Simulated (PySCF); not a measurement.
**Correlation energy of Cs²⁺ (caesium, charge +2)**

[Kr] 4d10 5s2 5p5, 2P determinant. Calculation: PySCF 2.14, in def2-TZVP with the def2 core potential (46 electrons) (5s3p3d, 29 functions); a scalar-relativistic core potential. Frozen: 5s2; 5 electrons correlated.

Total MP2 correlation energy: -52.12 mhartree.

Same-spin part -15.59 and opposite-spin part -36.53 mhartree; SCS-MP2 scales them by 1/3 and 6/5 to -49.03 mhartree.

```tsv
level	correlation energy (mhartree)
CCSD	-59.95
(T)	-0.07
CCSD(T)	-60.02
```

Diagnostics: T1 = 0.0016, D1 = 0.0023, largest double amplitude 0.023.

Spin-orbit coupling, absent here, splits the open shell strongly.

Cost of the coupled-cluster step: 0.25 s of wall time on 1 thread of Neoverse-V1 (shared host), for 5 correlated electrons.

Iterations:

```
CC2 = 0
CCSD nocc = (np.int64(3), np.int64(2)), nmo = (28, 28)
frozen orbitals [[0], [0]]
max_cycle = 100
direct = 0
conv_tol = 1e-08
conv_tol_normt = 1e-06
diis_space = 8
diis_start_cycle = 0
Init t2, MP2 energy = -0.0521199059393464
Init E_corr(UCCSD) = -0.0521199059398758
cycle = 1  E_corr(UCCSD) = -0.0587964244828216  dE = -0.00667651854  norm(t1,t2) = 0.0220853
cycle = 2  E_corr(UCCSD) = -0.0597172689557563  dE = -0.000920844473  norm(t1,t2) = 0.00476966
cycle = 3  E_corr(UCCSD) = -0.0599547669759632  dE = -0.00023749802  norm(t1,t2) = 0.00149277
cycle = 4  E_corr(UCCSD) = -0.0599474242133474  dE = 7.34276262e-06  norm(t1,t2) = 0.000189159
cycle = 5  E_corr(UCCSD) = -0.0599479693284354  dE = -5.45115088e-07  norm(t1,t2) = 4.03738e-05
cycle = 6  E_corr(UCCSD) = -0.0599478896700334  dE = 7.9658402e-08  norm(t1,t2) = 4.00305e-06
cycle = 7  E_corr(UCCSD) = -0.0599478945205708  dE = -4.85053742e-09  norm(t1,t2) = 3.64711e-07
UCCSD converged
E(UCCSD) = -18.95053371254587  E_corr = -0.05994789452057082
UCCSD(T) correction = -7.47869817108131e-05
```
